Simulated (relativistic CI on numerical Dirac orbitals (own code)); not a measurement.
One change at a time: Au⁵⁵⁺

Base calculation: Dirac-Coulomb-Breit CI, KLI orbitals optimised for each configuration, model QED (radiative potential, 1s self-energy scaled to tabulated hydrogen-like ionisation energies), unscaled Slater integrals.

Configuration list (outside the closed core [Ne]): 3s2.3p6.3d6, 3s2.3p5.3d7, 3s2.3p4.3d8, 3s.3p6.3d7, 3p6.3d8, 3s.3p5.3d8, 3s2.3p6.3d5.4s, 3s2.3p6.3d5.4p, 3s2.3p4.3d7.4s, 3s2.3p6.3d5.4d, 3s2.3p4.3d7.4p, 3s2.3p5.3d6.4s, 3s2.3p6.3d5.4f, 3s2.3p4.3d7.4d, 3s.3p5.3d7.4s, 3s2.3p5.3d6.4p, 3s2.3p5.3d6.4d, 3s2.3p6.3d4.4s2, 3s.3p6.3d6.4s, 3p6.3d7.4s, 3p6.3d7.4p, 3s2.3p6.3d5.5s, 3p6.3d7.4d, 3s.3p6.3d5.4s2. Levels of other configurations are missing.

Variants: (1) QED terms removed; (2) only the first configuration. Shifts of the energy above 3s2.3p6.3d6 3F_4, in eV, for the lowest level and the first level of each name with at least 55 % of one term (blank where a level changes its place among those of its configuration and J or its character, or is not in the variant):

```tsv
Level	Base	Δ(1)	Δ(2)
3s2.3p6.3d6 3F_4	0.000	0.000	0.000
3s2.3p6.3d6 3P_0	29.155	-0.006	+1.806
3s2.3p6.3d6 5D_3	88.252	-0.245	-0.398
3s2.3p6.3d6 3H_6	98.131	-0.243	-1.279
3s2.3p6.3d6 3G_5	98.211	-0.242	-0.880
3s2.3p6.3d6 3P_1	124.106	-0.242	+0.829
3s2.3p6.3d6 3F_3	125.670	-0.239	+0.634
3s2.3p6.3d6 5D_2	182.221	-0.485	-0.227
3s2.3p6.3d6 5D_0	185.291	-0.482	-0.072
3s2.3p6.3d6 3H_5	193.514	-0.486	-1.055
3s2.3p6.3d6 1I_6	197.043	-0.486	-1.439
3s2.3p6.3d6 1D_2	244.783	-0.476	+1.313
3s2.3p6.3d6 1S_0	264.597	-0.478	+2.303
3s2.3p5.3d7 5G°_6	441.187	+0.830
```

At this charge energies of transitions that change n are usually good to better than 1 %, and those within a shell (Δn = 0) to a few per cent.

Ionisation energy from the two ground configurations alone: base 5452.06 eV. The NIST ASD value (theoretical) is 5452 eV.

LS names give the leading component of a level, which can be under half, so a name can repeat, a term be missing and a line seem to break the LS rules.
